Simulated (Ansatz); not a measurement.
Start from `CB(C)F` and change one element to get `[CH3][Al]([CH3])[F]`.

Ansatz, PBE0-D4/def2-TZVP geometries, multiplicity 1. 

```csv
property,`CB(C)F`
LUMO energy (B3LYP/def2-TZVPP) / eV,-0.14
zero-point energy (PBE0-D4/def2-TZVP) / kJ/mol,208.5
LUMO energy (ωB97M-V/def2-TZVPP) / eV,1.97
HOMO energy (B3LYP/def2-TZVPP) / eV,-8.49
LUMO energy (PBE/def2-TZVPP) / eV,-0.93
HOMO–LUMO gap (B3LYP/def2-TZVPP) / eV,8.35
```

(1) Give the same properties after the change, and the shifts. (Estimate.)

## Answers

(1) Ansatz gave: 
```tsv
property	`[CH3][Al]([CH3])[F]`	shift
LUMO energy (B3LYP/def2-TZVPP) / eV	-0.53	-0.39
zero-point energy (PBE0-D4/def2-TZVP) / kJ/mol	192.3	-16.2
LUMO energy (ωB97M-V/def2-TZVPP) / eV	1.25	-0.72
HOMO energy (B3LYP/def2-TZVPP) / eV	-7.70	0.79
LUMO energy (PBE/def2-TZVPP) / eV	-1.06	-0.13
HOMO–LUMO gap (B3LYP/def2-TZVPP) / eV	7.17	-1.18
```

With PBE0 the HOMO rises by 0.77 eV and the LUMO falls by 0.39 eV, so the gap narrows by about 1.16 eV. PBE moves the HOMO by 0.55 eV and ωB97M-V by 0.88 eV.

B3LYP here is the variant with VWN-RPA as its local correlation; programs differ in this.
